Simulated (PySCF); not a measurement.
H₄ClFGeN₂ (SMILES [NH2][Ge]([NH2])([F])[Cl]), singlet, at a GFN2-xTB geometry; PySCF with CASSCF(6,5)/STO-3G.

The PySCF input:
```python
from pyscf import gto, scf, mcscf
import numpy

mol = gto.M(
    atom='''
N    -1.612727   -0.947604   -0.382047
Ge   -0.033708   -0.227824    0.069582
N     1.322658   -1.419832   -0.069256
F    -0.156607    0.058476    1.796076
Cl    0.270896    1.669087   -0.798514
H    -1.594720   -1.858378   -0.812496
H    -2.311836   -0.364423   -0.814460
H     1.840205   -1.551649    0.789885
H     1.979728   -1.263893   -0.820388
''',
    basis='sto-3g',
    charge=0,
    spin=0,
    verbose=4,
)

mf = scf.RHF(mol)
mf.kernel()
mc = mcscf.CASSCF(mf, 5, 6)
mc.fix_spin_(ss=0.0)
mc.kernel()
occ = numpy.linalg.eigvalsh(mc.fcisolver.make_rdm1(mc.ci, mc.ncas, mc.nelecas))[::-1]
ss = mc.fcisolver.spin_square(mc.ci, mc.ncas, mc.nelecas)[0]
print('natural occupations', occ.round(4), ' <S^2>', round(ss, 4))
```

Write the output that PySCF gives for this input, abridged.


```
PySCF version 2.14.0

[INPUT] verbose = 4
[INPUT] num. atoms = 9
[INPUT] num. electrons = 76
[INPUT] charge = 0
[INPUT] spin (= nelec alpha-beta = 2S) = 0
[INPUT] symmetry False subgroup None
[INPUT] Mole.unit = angstrom
[INPUT] Symbol           X                Y                Z      unit          X                Y                Z       unit  Magmom
[...]
nuclear repulsion = 515.55188818558
number of shells = 26
number of NR pGTOs = 138
number of NR cGTOs = 46
basis = sto-3g
ecp = {}

******** <class 'pyscf.scf.hf.RHF'> ********
method = RHF
initial guess = minao
damping factor = 0
level_shift factor = 0
DIIS = <class 'pyscf.scf.diis.CDIIS'>
diis_start_cycle = 1
diis_space = 8
diis_damp = 0
SCF conv_tol = 1e-09
SCF conv_tol_grad = None
SCF max_cycles = 50
direct_scf = True
direct_scf_tol = 1e-13
Set gradient conv threshold to 3.16228e-05
Initial guess from minao.
init E= -2711.6289250651
[...]
cycle= 1 E= -2714.18632524257  delta_E= -2.56  |g|= 0.474  |ddm|=  3.7
[...]
cycle= 2 E= -2714.28322753505  delta_E= -0.0969  |g|= 0.0872  |ddm|= 0.852
[...]
cycle= 3 E= -2714.28835453265  delta_E= -0.00513  |g|= 0.0279  |ddm|= 0.228
[...]
cycle= 4 E= -2714.28893734483  delta_E= -0.000583  |g|= 0.00707  |ddm|= 0.081
[...]
cycle= 5 E= -2714.28898535178  delta_E= -4.8e-05  |g|= 0.00173  |ddm|= 0.0273
[...]
cycle= 6 E= -2714.28898805976  delta_E= -2.71e-06  |g|= 0.0004  |ddm|= 0.0068
[...]
cycle= 7 E= -2714.28898819112  delta_E= -1.31e-07  |g|= 0.000112  |ddm|= 0.00137
[...]
cycle= 8 E= -2714.28898820397  delta_E= -1.29e-08  |g|= 2.32e-05  |ddm|= 0.000476
[...]
cycle= 9 E= -2714.28898820451  delta_E= -5.39e-10  |g|= 5.7e-06  |ddm|= 9.47e-05
[...]
Extra cycle  E= -2714.28898820454  delta_E= -2.23e-11  |g|= 2.69e-06  |ddm|= 1.36e-05
converged SCF energy = -2714.28898820454

******** <class 'pyscf.mcscf.mc1step.CASSCF'> ********
CAS (3e+3e, 5o), ncore = 35, nvir = 6
max_cycle_macro = 50
max_cycle_micro = 4
conv_tol = 1e-07
conv_tol_grad = None
orbital rotation max_stepsize = 0.02
orbital rotation threshold for CI restart = 0.01
augmented hessian ah_max_cycle = 30
augmented hessian ah_conv_tol = 1e-12
augmented hessian ah_linear dependence = 1e-14
augmented hessian ah_level shift = 1e-08
augmented hessian ah_start_tol = 2.5
augmented hessian ah_start_cycle = 3
augmented hessian ah_grad_trust_region = 3
kf_trust_region = 3
kf_interval = 4
ci_response_space = 4
ci_grad_trust_region = 3
with_dep4 0
natorb = False
canonicalization = True
sorting_mo_energy = False
ao2mo_level = 2
internal_rotation = False
******** <class 'pyscf.fci.addons.SpinPenaltyFCISolver'> ********
max. cycles = 50
conv_tol = 1e-08
davidson only = True
linear dependence = 1e-12
level shift = 0.001
max iter space = 12
nroots = 1
pspace_size = 400
spin = None
CASCI E = -2714.29263565194  S^2 = 0.0000000
Set conv_tol_grad to 0.000316228
macro iter   1 ( 21 JK    4 micro), CASSCF E = -2714.30181369665  dE = -9.17804471e-03  S^2 = 0.0000000
               |grad[o]|=0.0104  |grad[c]|=0.0227  |ddm|=0.0885  |maxRot[o]|=0.259
macro iter   2 ( 21 JK    4 micro), CASSCF E = -2714.30871376411  dE = -6.90006746e-03  S^2 = 0.0000000
               |grad[o]|=0.0161  |grad[c]|=0.00932  |ddm|=0.0389  |maxRot[o]|=0.262
macro iter   3 ( 21 JK    4 micro), CASSCF E = -2714.31203356825  dE = -3.31980413e-03  S^2 = 0.0000000
               |grad[o]|=0.0122  |grad[c]|=0.0278  |ddm|=0.022  |maxRot[o]|=0.184
macro iter   4 ( 21 JK    4 micro), CASSCF E = -2714.31642589192  dE = -4.39232367e-03  S^2 = 0.0000000
               |grad[o]|=0.00849  |grad[c]|=0.0288  |ddm|=0.0298  |maxRot[o]|=0.242
macro iter   5 ( 21 JK    4 micro), CASSCF E = -2714.31939071325  dE = -2.96482133e-03  S^2 = 0.0000000
               |grad[o]|=0.0108  |grad[c]|=0.0108  |ddm|=0.0485  |maxRot[o]|=0.145
macro iter   6 ( 17 JK    4 micro), CASSCF E = -2714.32115186272  dE = -1.76114947e-03  S^2 = 0.0000000
               |grad[o]|=0.00875  |grad[c]|=0.0119  |ddm|=0.0159  |maxRot[o]|=0.101
[...]
               |grad[o]|=0.000245  |grad[c]|=0.000414  |ddm|=0.00127  |maxRot[o]|=0.0201
macro iter  33 (  7 JK    2 micro), CASSCF E = -2714.32201640549  dE = -7.45088073e-06  S^2 = 0.0000000
               |grad[o]|=0.000207  |grad[c]|=0.000789  |ddm|=0.00123  |maxRot[o]|=0.0189
macro iter  34 (  6 JK    2 micro), CASSCF E = -2714.32202262986  dE = -6.22436210e-06  S^2 = 0.0000000
               |grad[o]|=0.000336  |grad[c]|=0.000641  |ddm|=0.0011  |maxRot[o]|=0.0152
macro iter  35 (  5 JK    2 micro), CASSCF E = -2714.32202781904  dE = -5.18918478e-06  S^2 = 0.0000000
               |grad[o]|=0.000312  |grad[c]|=0.000487  |ddm|=0.000939  |maxRot[o]|=0.0141
macro iter  36 (  6 JK    2 micro), CASSCF E = -2714.32203222158  dE = -4.40253643e-06  S^2 = 0.0000000
               |grad[o]|=0.000241  |grad[c]|=0.000398  |ddm|=0.000837  |maxRot[o]|=0.0135
macro iter  37 ( 11 JK    3 micro), CASSCF E = -2714.32200821734  dE =  2.40042395e-05  S^2 = 0.0000000
               |grad[o]|=0.000258  |grad[c]|=0.00676  |ddm|=0.00604  |maxRot[o]|=0.0558
macro iter  38 ( 18 JK    4 micro), CASSCF E = -2714.32198915561  dE =  1.90617329e-05  S^2 = 0.0000000
               |grad[o]|=0.00092  |grad[c]|=0.00144  |ddm|=0.00126  |maxRot[o]|=0.0381
macro iter  39 ( 25 JK    4 micro), CASSCF E = -2714.32199086632  dE = -1.71071497e-06  S^2 = 0.0000000
               |grad[o]|=0.000574  |grad[c]|=0.000622  |ddm|=0.000411  |maxRot[o]|=0.00436
macro iter  40 (  7 JK    2 micro), CASSCF E = -2714.32200062337  dE = -9.75704688e-06  S^2 = 0.0000000
               |grad[o]|=0.000288  |grad[c]|=0.000275  |ddm|=0.00124  |maxRot[o]|=0.0206
macro iter  41 (  7 JK    2 micro), CASSCF E = -2714.32200850608  dE = -7.88271291e-06  S^2 = 0.0000000
               |grad[o]|=0.000163  |grad[c]|=0.000899  |ddm|=0.00138  |maxRot[o]|=0.0178
macro iter  42 (  6 JK    2 micro), CASSCF E = -2714.32201543372  dE = -6.92763888e-06  S^2 = 0.0000000
               |grad[o]|=0.000332  |grad[c]|=0.000812  |ddm|=0.00121  |maxRot[o]|=0.0163
macro iter  43 (  6 JK    2 micro), CASSCF E = -2714.32202179426  dE = -6.36054438e-06  S^2 = 0.0000000
               |grad[o]|=0.000344  |grad[c]|=0.000669  |ddm|=0.00111  |maxRot[o]|=0.0155
macro iter  44 (  6 JK    2 micro), CASSCF E = -2714.32202729874  dE = -5.50448021e-06  S^2 = 0.0000000
               |grad[o]|=0.000339  |grad[c]|=0.000532  |ddm|=0.00098  |maxRot[o]|=0.0146
macro iter  45 ( 11 JK    3 micro), CASSCF E = -2714.32200315281  dE =  2.41459302e-05  S^2 = 0.0000000
               |grad[o]|=0.000328  |grad[c]|=0.00718  |ddm|=0.00591  |maxRot[o]|=0.0539
macro iter  46 ( 18 JK    4 micro), CASSCF E = -2714.32198620408  dE =  1.69487339e-05  S^2 = 0.0000000
               |grad[o]|=0.000885  |grad[c]|=0.000501  |ddm|=0.000811  |maxRot[o]|=0.0309
macro iter  47 ( 25 JK    4 micro), CASSCF E = -2714.32198787565  dE = -1.67156895e-06  S^2 = 0.0000000
               |grad[o]|=0.000475  |grad[c]|=0.000896  |ddm|=0.000501  |maxRot[o]|=0.00422
macro iter  48 (  6 JK    2 micro), CASSCF E = -2714.32199676917  dE = -8.89352350e-06  S^2 = 0.0000000
               |grad[o]|=0.000246  |grad[c]|=0.000459  |ddm|=0.00123  |maxRot[o]|=0.0147
macro iter  49 (  7 JK    2 micro), CASSCF E = -2714.32200468762  dE = -7.91844377e-06  S^2 = 0.0000000
               |grad[o]|=0.000174  |grad[c]|=0.00095  |ddm|=0.00143  |maxRot[o]|=0.0174
macro iter  50 (  6 JK    2 micro), CASSCF E = -2714.32201185627  dE = -7.16865725e-06  S^2 = 0.0000000
               |grad[o]|=0.000352  |grad[c]|=0.000877  |ddm|=0.00124  |maxRot[o]|=0.0166
1-step CASSCF not converged,  50 macro (588 JK 140 micro) steps
CASSCF canonicalization
Density matrix diagonal elements [1.97896966 1.98560366 1.98274228 0.0213722  0.0313122 ]
CASSCF energy = -2714.32201185627
CASCI E = -2714.32201185627  E(CI) = -9.02059241264487  S^2 = 0.0000000
natural occupations [1.9975 1.9832 1.9676 0.0339 0.0178]  <S^2> 0.0
```

Convergence was not reached.
